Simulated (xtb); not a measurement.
ClCs, charge +1, doublet, from a rough starting geometry (GFN-xTB shapes and energies of metal compounds can be far from the true ones) (a state made from the parent by changing its charge; the spin is typed, not shown lowest); GFN2-xTB in xtb.

The xtb input:
```
$ xtb mol.xyz --gfn 2 --chrg 1 --uhf 1 --opt vtight --json

# file mol.xyz
2

Cs    -0.87935062    -0.81101855    -0.80993756
Cl     0.96370766     0.81215548     0.85537582
```

The log (banner, timings and long lists left out):

```
   ID    Z sym.   atoms
    1   55 Cs     1
    2   17 Cl     2

           -------------------------------------------------
          |                Calculation Setup                |
           -------------------------------------------------

           -------------------------------------------------
          |                 G F N 2 - x T B                 |
           -------------------------------------------------

          ...................................................
          :                      SETUP                      :
          :.................................................:
          :  # basis functions                  14          :
          :  # atomic orbitals                  13          :
          :  # shells                            5          :
          :  # electrons                         7          :
          :  max. iterations                   250          :
          :  Hamiltonian                  GFN2-xTB          :
          :  restarted?                      false          :
          :  GBSA solvation                  false          :
          :  PC potential                    false          :
          :  electronic temp.          300.0000000     K    :
          :  accuracy                    1.0000000          :
          :  -> integral cutoff          0.2500000E+02      :
          :  -> integral neglect         0.1000000E-07      :
          :  -> SCF convergence          0.1000000E-05 Eh   :
          :  -> wf. convergence          0.1000000E-03 e    :
          :  Broyden damping             0.4000000          :
          :  net charge                          1          :
          :  unpaired electrons                  1          :
          ...................................................

 iter      E             dE          RMSdq      gap      omega  full diag
   1     -3.9786599 -0.397866E+01  0.138E+01    0.77       0.0  T
   2     -4.2995183 -0.320858E+00  0.685E+00    8.30       1.0  T
   3     -4.3027132 -0.319490E-02  0.513E+00    6.40       1.0  T
   4     -3.6751778  0.627535E+00  0.195E+01    0.63       1.0  T
   5     -4.3052454 -0.630068E+00  0.207E+00    5.17       1.0  T
   6     -4.3038846  0.136079E-02  0.256E+00    5.83       1.0  T
   7     -4.3052585 -0.137391E-02  0.218E+00    5.17       1.0  T
   8     -4.3073161 -0.205753E-02  0.119E+00    4.16       1.0  T
   9     -4.3067088  0.607223E-03  0.139E+00    4.48       1.0  T
  10     -4.3076906 -0.981747E-03  0.806E-01    3.95       1.0  T
  11     -4.3077052 -0.146550E-04  0.724E-01    3.94       1.0  T
  12     -4.3079623 -0.257096E-03  0.474E-01    3.76       1.0  T
  13     -4.3080675 -0.105161E-03  0.322E-01    3.66       1.0  T
  14     -4.3081589 -0.913918E-04  0.122E-01    3.52       1.0  T
  15     -4.3081721 -0.131649E-04  0.449E-02    3.47       1.6  T
  16     -4.3081744 -0.229377E-05  0.551E-03    3.44      12.8  T
  17     -4.3081744 -0.290984E-07  0.158E-03    3.44      44.7  T
  18     -4.3081744 -0.347169E-08  0.566E-04    3.43     124.9  T
  19     -4.3081744 -0.373854E-09  0.899E-05    3.43     786.2  T

   *** convergence criteria satisfied after 19 iterations ***

         :::::::::::::::::::::::::::::::::::::::::::::::::::::
         ::                     SUMMARY                     ::
         :::::::::::::::::::::::::::::::::::::::::::::::::::::
         :: total energy              -4.307574566714 Eh    ::
         :: gradient norm              0.010251692806 Eh/a0 ::
         :: HOMO-LUMO gap              3.434975122451 eV    ::
         ::.................................................::
         :: SCC energy                -4.308174383519 Eh    ::
         :: -> isotropic ES            0.165529385481 Eh    ::
         :: -> anisotropic ES         -0.003212984287 Eh    ::
         :: -> anisotropic XC         -0.000006261358 Eh    ::
         :: -> dispersion             -0.000490872600 Eh    ::
[...]
 * total energy  :    -4.3075746 Eh     change       -0.9699797E-11 Eh
 * total energy  :    -4.3103157 Eh     change       -0.2741151E-02 Eh
 * total energy  :    -4.3103158 Eh     change       -0.3346401E-07 Eh
   *** GEOMETRY OPTIMIZATION CONVERGED AFTER 3 ITERATIONS ***
         :: total energy              -4.310315751142 Eh    ::
[...]
         :: gradient norm              0.000000150626 Eh/a0 ::
         :: HOMO-LUMO gap              3.124594391872 eV    ::
         ::.................................................::
         :: SCC energy                -4.310338067328 Eh    ::
         :: -> isotropic ES            0.159243569808 Eh    ::
         :: -> anisotropic ES         -0.003212734635 Eh    ::
         :: -> anisotropic XC          0.000027642640 Eh    ::
         :: -> dispersion             -0.000502714153 Eh    ::
         :: repulsion energy           0.000022316186 Eh    ::
         :: add. restraining           0.000000000000 Eh    ::
         :: total charge               1.000000000000 e     ::
         :::::::::::::::::::::::::::::::::::::::::::::::::::::

           -------------------------------------------------
          |                Property Printout                |
           -------------------------------------------------

    * Orbital Energies and Occupations

         #    Occupation            Energy/Eh            Energy/eV
      -------------------------------------------------------------
         1        2.0000           -1.2310189             -33.4977
         2        1.9902           -0.6388106             -17.3829
         3        1.5049           -0.6344394             -17.2640
         4        1.5049           -0.6344394             -17.2640 (HOMO)
         5                         -0.5196126             -14.1394 (LUMO)
         6                         -0.2890998              -7.8668
         7                         -0.2890998              -7.8668
         8                         -0.1962415              -5.3400
         9                         -0.1811675              -4.9298
        10                         -0.1811675              -4.9298
        11                         -0.1810210              -4.9258
        12                         -0.1810210              -4.9258
        13                         -0.1807593              -4.9187
      -------------------------------------------------------------
                  HL-Gap            0.1148267 Eh            3.1246 eV
             Fermi-level           -0.6057234 Eh          -16.4826 eV

     #   Z          covCN         q      C6AA      α(0)
     1  55 Cs       0.644     0.837   666.001    95.175
     2  17 Cl       0.644     0.163    93.809    14.810

 Mol. C6AA /au·bohr⁶  :       1176.693937
 Mol. C8AA /au·bohr⁸  :     298050.241392
 Mol. α(0) /au        :        109.985533

Wiberg/Mayer (AO) data.
largest (>0.10) Wiberg bond orders for each atom

 ---------------------------------------------------------------------------
     #   Z sym  total        # sym  WBO       # sym  WBO       # sym  WBO
 ---------------------------------------------------------------------------
     1  55 Cs   0.305 --     2 Cl   0.305
     2  17 Cl   0.305 --     1 Cs   0.305
 ---------------------------------------------------------------------------

Topologies differ in total number of bonds
Writing topology from bond orders to xtbtopo.mol

molecular dipole:
                 x           y           z       tot (Debye)
 q only:       -1.279      -1.196      -1.185
   full:       -1.377      -1.282      -1.274       5.776
molecular quadrupole (traceless):
                xx          xy          yy          xz          yz          zz
 q only:        0.673       5.229      -0.385       5.285       4.777      -0.288
  q+dip:        0.901       6.773      -0.530       6.863       6.176      -0.371
   full:        0.737       5.709      -0.423       5.771       5.214      -0.314

optimized geometry written to: xtbopt.xyz

           -------------------------------------------------
          | TOTAL ENERGY               -4.310315751142 Eh   |
          | GRADIENT NORM               0.000000150626 Eh/α |
          | HOMO-LUMO GAP               3.124594391872 eV   |
           -------------------------------------------------

normal termination of xtb
```
